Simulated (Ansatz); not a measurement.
Harmonic frequencies (cm⁻¹) at PBE0-D4/def2-TZVP from Ansatz: 21, 54, 105, 171, 314, 372, 433, 584, 614, 639, 712, 776, 929, 986, 1212, 1227, 1443, 1448, 1746, 1982, 3052, 3131, 3161, 3448.

Each molecule was computed in one conformer, which needn't be the lowest.

Which molecule is it?
A. `O=C([SiH3])C=[Se]`
B. `[CH3][GaH][C](=N)F`
C. `C[B]1[AlH][CH]1F`
D. `C1N[SiH2]O1`

B.
